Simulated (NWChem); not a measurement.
System: C₂H₄BFO₂; SMILES C=C(F)B(O)O

NWChem input:

```
start job
memory heap 200 mb stack 900 mb global 1100 mb
geometry units angstroms noautosym nocenter noautoz
  C     -1.247839    -1.498239     0.000000
  C     -0.129357    -0.776023     0.000000
  F      1.073138    -1.405234     0.000000
  B      0.009090     0.792404     0.000000
  O     -1.108695     1.556280     0.000000
  O      1.243115     1.359740     0.000000
  H     -1.227746    -2.591008     0.000000
  H     -2.208007    -0.980472     0.000000
  H     -0.899315     2.496856     0.000000
  H      1.934215     0.686885     0.000000
end
basis spherical
  C library pcsseg-1
  F library pcsseg-1
  B library pcsseg-1
  O library pcsseg-1
  H library pcsseg-1
end
dft
  xc bhlyp
  iterations 150
end
property
  shielding
end
task dft property
```

Parts of the log:

```
             Northwest Computational Chemistry Package (NWChem) 7.3.0
             --------------------------------------------------------

                             Geometry "geometry" -> ""
                             -------------------------

 Output coordinates in angstroms (scale by  1.889725989 to convert to a.u.)

  No.       Tag          Charge          X              Y              Z
 ---- ---------------- ---------- -------------- -------------- --------------
    1 C                    6.0000    -1.24783900    -1.49823900     0.00000000
    2 C                    6.0000    -0.12935700    -0.77602300     0.00000000
    3 F                    9.0000     1.07313800    -1.40523400     0.00000000
    4 B                    5.0000     0.00909000     0.79240400     0.00000000
    5 O                    8.0000    -1.10869500     1.55628000     0.00000000
    6 O                    8.0000     1.24311500     1.35974000     0.00000000
    7 H                    1.0000    -1.22774600    -2.59100800     0.00000000
    8 H                    1.0000    -2.20800700    -0.98047200     0.00000000
    9 H                    1.0000    -0.89931500     2.49685600     0.00000000
   10 H                    1.0000     1.93421500     0.68688500     0.00000000

 Effective nuclear repulsion energy (a.u.)     219.1008600964

                              NWChem Property Module
                              ----------------------

  itol2e modified to match energy
  convergence criterion.

                                 NWChem DFT Module
                                 -----------------

 Summary of "ao basis" -> "ao basis" (spherical)
 ------------------------------------------------------------------------------
       Tag                 Description            Shells   Functions and Types
 ---------------- ------------------------------  ------  ---------------------
 C                          pcsseg-1                 7       17   3s3p1d
 F                          pcsseg-1                 7       17   3s3p1d
 B                          pcsseg-1                 7       17   3s3p1d
 O                          pcsseg-1                 7       17   3s3p1d
 H                          pcsseg-1                 3        5   2s1p

  itol2e modified to match energy
  convergence criterion.

            General Information
            -------------------
          SCF calculation type: DFT
          Wavefunction type:  closed shell.
          No. of atoms     :    10
          No. of electrons :    46
           Alpha electrons :    23
            Beta electrons :    23
          Charge           :     0
          Spin multiplicity:     1
          Use of symmetry is: off; symmetry adaption is: off
          Maximum number of iterations: 150
          AO basis - number of functions:   122
                     number of shells:    54
          Convergence on energy requested:  1.00D-07
          Convergence on density requested:  1.00D-05
          Convergence on gradient requested:  5.00D-04

              XC Information
              --------------
                        BHLYP Method XC Functional
                     Hartree-Fock (Exact) Exchange  0.500
                        Slater Exchange Functional  0.500 local
                    Becke 1988 Exchange Functional  0.500 non-local
              Lee-Yang-Parr Correlation Functional  1.000

[...]

          -----------------------------------------
          Chemical Shielding Tensors (GIAO, in ppm)
          -----------------------------------------

                                NWChem CPHF Module
                                ------------------

  scftype          =     RHF
  nclosed          =       23
  nopen            =        0
  variables        =     2277
  # of vectors     =        3
  tolerance        = 0.10D-03
  level shift      = 0.00D+00
  max iterations   =       50
  max subspace     =       30

 SCF residual:    9.8698670346023722E-005

Iterative solution of linear equations
  No. of variables     2277
  No. of equations        3
  Maximum subspace       30
        Iterations       50
       Convergence  1.0D-04

   iter   nsub   residual    time
   ----  ------  --------  ---------
     1      3    8.60D-01      44.0
     2      6    5.96D-02      48.4
     3      9    1.33D-02      52.9
     4     12    1.59D-03      57.3
     5     15    1.19D-04      61.7
     6     18    1.42D-05      66.1

      Atom:    1  C
        Diamagnetic
    266.7956      5.1736      0.0000
      5.1736    260.4245      0.0000
      0.0000      0.0000    242.2440

        Paramagnetic
   -236.1377     72.1215     -0.0000
     72.1215   -254.4581      0.0000
     -0.0000      0.0000    -80.8291

        Total Shielding Tensor
     30.6579     77.2951     -0.0000
     77.2951      5.9664      0.0000
     -0.0000      0.0000    161.4149

           isotropic =      66.0131
          anisotropy =     143.1027

          Principal Components and Axis System
                 1           2           3
              161.4149     96.5869    -59.9626

      1        -0.0000      0.7608     -0.6490
      2         0.0000      0.6490      0.7608
      3         1.0000      0.0000     -0.0000

      Atom:    2  C
        Diamagnetic
    266.4614     -1.2675      0.0000
     -1.2675    260.2851      0.0000
      0.0000      0.0000    233.3389

        Paramagnetic
   -275.1918     78.9782     -0.0000
     78.9782   -298.7254      0.0000
     -0.0000      0.0000   -155.5953

        Total Shielding Tensor
     -8.7303     77.7107     -0.0000
     77.7107    -38.4403      0.0000
     -0.0000      0.0000     77.7436

           isotropic =      10.1910
          anisotropy =    -169.3412

          Principal Components and Axis System
                 1           2           3
             -102.7031     77.7436     55.5325

      1        -0.6373     -0.0000      0.7706
      2         0.7706      0.0000      0.6373
      3        -0.0000      1.0000     -0.0000

      Atom:    3  F
        Diamagnetic
    487.0504     -9.6942     -0.0000
     -9.6942    474.2319     -0.0000
     -0.0000     -0.0000    465.0089

        Paramagnetic
   -203.3970    -40.1697     -0.0000
    -40.1697   -227.4030     -0.0000
     -0.0000     -0.0000    -46.5116

        Total Shielding Tensor
    283.6535    -49.8639     -0.0000
    -49.8639    246.8289     -0.0000
     -0.0000     -0.0000    418.4973

           isotropic =     316.3265
          anisotropy =     153.2562

          Principal Components and Axis System
                 1           2           3
              418.4973    318.3958    212.0865

      1        -0.0000      0.8205      0.5717
      2        -0.0000     -0.5717      0.8205
      3         1.0000      0.0000      0.0000

      Atom:    4  B
        Diamagnetic
    201.9924     -0.0914     -0.0000
     -0.0914    203.1793     -0.0000
     -0.0000     -0.0000    176.2851

        Paramagnetic
   -122.8955     -0.8953      0.0000
     -0.8953   -143.0487      0.0000
      0.0000      0.0000    -80.5917

        Total Shielding Tensor
     79.0970     -0.9867     -0.0000
     -0.9867     60.1306      0.0000
     -0.0000      0.0000     95.6934

           isotropic =      78.3070
          anisotropy =      26.0796

          Principal Components and Axis System
                 1           2           3
               95.6934     79.1482     60.0794

      1        -0.0000      0.9987      0.0518
      2         0.0000     -0.0518      0.9987
      3         1.0000      0.0000     -0.0000

      Atom:    5  O
        Diamagnetic
    391.0355     -9.7473      0.0000
     -9.7473    403.2522      0.0000
      0.0000      0.0000    372.3157

        Paramagnetic
   -174.7644    -59.3042      0.0000
    -59.3042   -200.9610      0.0000
      0.0000      0.0000    -79.5802

        Total Shielding Tensor
    216.2711    -69.0515      0.0000
    -69.0515    202.2912      0.0000
      0.0000      0.0000    292.7355

           isotropic =     237.0993
          anisotropy =      83.4544

          Principal Components and Axis System
                 1           2           3
              292.7355    278.6855    139.8768

      1        -0.0000      0.7419      0.6706
      2         0.0000     -0.6706      0.7419
      3         1.0000      0.0000     -0.0000

      Atom:    6  O
        Diamagnetic
    407.2623     -1.2922     -0.0000
     -1.2922    389.5661      0.0000
     -0.0000      0.0000    374.7196

        Paramagnetic
   -194.5687     76.6213     -0.0000
     76.6213   -226.8001     -0.0000
     -0.0000     -0.0000    -71.8068

        Total Shielding Tensor
    212.6936     75.3290     -0.0000
     75.3290    162.7661     -0.0000
     -0.0000     -0.0000    302.9128

           isotropic =     226.1241
          anisotropy =     115.1830

          Principal Components and Axis System
                 1           2           3
              302.9128    267.0876    108.3721

      1        -0.0000      0.8107     -0.5854
      2        -0.0000      0.5854      0.8107
      3         1.0000      0.0000      0.0000

      Atom:    7  H
        Diamagnetic
     26.4911      2.9411      0.0000
      2.9411     40.6719      0.0000
      0.0000      0.0000     21.4501

[...]
```

Level: BHandHLYP/pcSseg-1, GIAO. Structure relaxed at the PBE0/def2-SVP level. The printed shielding anisotropy is the first printed principal value minus the mean of the other two.
